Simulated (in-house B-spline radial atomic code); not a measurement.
**Ionising the molybdenum ion Mo²⁺ with different functionals**

Computed with a B-spline radial code for spherical atoms: four-component Dirac-Coulomb Hamiltonian, Fermi nucleus of rms radius 4.4091 fm, spin-restricted, spherical fractional occupations for the functionals, and exact exchange of hybrids averaged over the configuration. The ionisation energy is the difference of two self-consistent energies, [Kr] 4d4 → [Kr] 4d3, without Breit or QED terms; ε is the level of the shell that loses the electron (mean over j). The electron is taken from both j subshells in proportion to 2j + 1, so the result is a j average, not the step between ground levels.

| method | rung | ΔSCF (eV) | -ε(4d) (eV) |
| --- | --- | --- | --- |
| B3LYP | global hybrid | 26.74 | 22.19 |
| B97-1 | global hybrid | 26.60 | 22.11 |
| CAM-B3LYP | range-separated hybrid | 26.69 | 23.95 |
| wB97X | range-separated hybrid | 26.51 | 24.94 |

Task: Among the functionals, which spreads more, the ΔSCF values or the orbital energies?

Result: The orbital energies: ΔSCF values span about 0.23 eV and the orbital energies 2.82 eV; here energy differences depend much less on the functional than eigenvalues do.

Task: How do they compare with the NIST value?

Result: NIST lists 27.1 eV ± 0.12 (semi-empirical, ground level to ground level). Errors run from -0.62 to -0.39 eV; B3LYP is closest (-0.39 eV), though others lie within the uncertainty of it, and part of that can be cancellation, since the calculations leave out Breit-QED terms, spin polarisation, the choice among j levels, multiplet and fine-structure energies.
